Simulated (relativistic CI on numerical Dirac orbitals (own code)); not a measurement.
**V+ (3d4) in a crystal field**

Calculated by Dirac-Coulomb-Breit CI, orbitals from a KLI potential per configuration, QED by a radiative potential, valence Slater integrals scaled by 0.75, one configuration in a parametric crystal field (own radial code).

Field parameters in Wybourne normalisation: D4h B²₀ = −7Ds, B⁴₀ = 21(Dq − Dt), B⁴₄ = 21√(5/14) Dq. The field is a parameter set, without covalency.

S is read from ⟨S²⟩ = S(S + 1).

Levels (cm⁻¹, degeneracy): 0 (1), 0 (1), 2 (2), 3 (1), 4050 (1), 4053 (2), 4112 (1), 4118 (2), 4141 (1), 4143 (1), 4202 (2), 4351 (1).

Question: Which field gives this pattern?
A. D4h, 10Dq = 10700, Ds = -320, Dt = 1120 cm⁻¹
B. D4h, 10Dq = 11950, Ds = -1260, Dt = 140 cm⁻¹
C. D4h, 10Dq = 6050, Ds = 2380, Dt = 710 cm⁻¹

Answer: A. D4h, 10Dq = 10700, Ds = -320, Dt = 1120 cm⁻¹, ground level with S = 2.00.
